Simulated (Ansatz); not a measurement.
Input for Ansatz (a first-principles code): R-PBE/def2-TZVPPD on H2 (SMILES [H][H]) with ghost functions. Files ending in .json are basis or fitting sets from the Basis Set Exchange.

Ansatz 0.2 input:
```yaml
crystal:
  periodic: [false, false, false]
  atoms:
    - {symbol: H, position_ang: [-0.10323497, -0.11933107, 3.35926626]}
    - {symbol: H, position_ang: [-0.14336337, -0.15899551, 4.10091112]}
basis:
  gaussian:
    orbitals: def2-TZVPPD.json
    ghost_atoms:
      - {symbol: Si, position_ang: [0.04975310, 0.05632914, -0.01268721]}
      - {symbol: H, position_ang: [0.11787617, 0.14422935, -1.48874344]}
      - {symbol: H, position_ang: [-1.33638392, -0.25746670, 0.40139849]}
      - {symbol: H, position_ang: [0.45894487, 1.34966639, 0.57991665]}
      - {symbol: H, position_ang: [0.95838262, -1.01139831, 0.46237679]}
hamiltonian:
  xc: {name: PBE}
scf: {lower_state_search: off}
```

Program output:

```
WARN ansatz: RAYON_NUM_THREADS=1 ignored (pool sized by the plan → 1); use --threads N
Functional definition: PBE
these checks for a lower state are left out or cut short: stability, starts, cluster_reference, orbital_swaps, neighbouring_geometries, increment
integrals: 0.04 GiB planned
628 factors; their error is unknown
mean field: 0.38 GiB planned
mean field evaluation 1: about -31.4047 eV, gradient 9.5e0 eV
mean field evaluation 2: about -31.6940 eV, gradient 3.2e0 eV
mean field evaluation 4: about -31.7359 eV, gradient 5.4e-2 eV
mean field evaluation 8: about -31.7320 eV, gradient 3.0e-3 eV
mean field -31.73202290 eV, -1.1661303330 hartree, gradient 9.8e-6 eV, S^2 0.000000; 0 other end points of the search recorded, 0 dependent functions left out
reference -31.73204700 eV, -1.1661312186 hartree; 1, 1 occupied and 149, 149 virtual orbitals, 628 factors
Total energy: -31.73204700 eV, -1.1661312186 hartree
Checks for a lower state left out: stability, starts, cluster_reference, orbital_swaps, neighbouring_geometries, increment
```

The run converged.

Cost: very roughly 0.9 core-seconds.
